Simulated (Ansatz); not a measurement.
Abridged output of a molecular run in Ansatz:

```
Functional definition: HF
1223 factors; integrals over basis functions are off by at most 1.3e-3 eV
mean field evaluation 1: about -70460.2010 eV, gradient 2.5e1 eV
mean field evaluation 2: about -70460.2099 eV, gradient 2.5e1 eV
mean field evaluation 4: about -70462.3924 eV, gradient 3.7e0 eV
mean field evaluation 8: about -70462.4514 eV, gradient 8.8e-4 eV
mean field -70462.45142847 eV, -2589.4473288312 hartree, gradient 2.6e-6 eV, S^2 0.000000; 0 other end points of the search recorded, 0 dependent functions left out
17 core orbitals not correlated: weight in the atoms' cores, before any rotation towards them, 1.000 or more for the frozen orbitals, at most 0.000 for the correlated occupied ones
reference -70462.45142847 eV, -2589.4473288312 hartree; 19, 19 occupied and 86, 86 virtual orbitals, 1223 factors
second order -20.79338277 eV of doubles, -0.00000000 eV of singles
cycle   1  -21.11874068 eV  change   -3.3e-1 eV  update   1.2e-1
cycle   2  -21.81352005 eV  change   -6.9e-1 eV  update   3.6e-2
cycle   3  -21.94076578 eV  change   -1.3e-1 eV  update   1.7e-2
cycle   4  -21.93399666 eV  change    6.8e-3 eV  update   4.4e-3
cycle   5  -21.93612520 eV  change   -2.1e-3 eV  update   2.1e-3
cycle   6  -21.93593216 eV  change    1.9e-4 eV  update   5.9e-4
cycle   7  -21.93571344 eV  change    2.2e-4 eV  update   2.9e-4
cycle   8  -21.93573329 eV  change   -2.0e-5 eV  update   1.1e-4
cycle   9  -21.93572322 eV  change    1.0e-5 eV  update   4.1e-5
perturbative correction -0.82710797 eV, -0.0303956574 hartree
Total energy: -70485.21425966 eV, -2590.2838474482 hartree
```

Its atoms:

```xyz
11

Ge   -0.521   -1.306    1.140
C     0.803    0.031    0.692
C     0.671    0.797   -0.375
C    -0.153    1.122   -1.525
S     1.397    2.073   -1.292
H    -1.102   -1.041    2.540
H    -1.648   -1.250    0.096
H     0.107   -2.711    1.141
H     1.675    0.158    1.326
H    -0.159    0.444   -2.373
H    -1.070    1.683   -1.371
```

Task: Which basis set was used?
A. cc-pV(T+d)Z
B. def2-TZVPP
C. def2-SVPD
D. def2-SVP

Result: D. It gives 122 functions.

Task: Write the keys of the input that set method, charge and spin (a neutral closed shell needs none for the last two).

Result: 
```yaml
correlation: {method: ccsd_t}
```
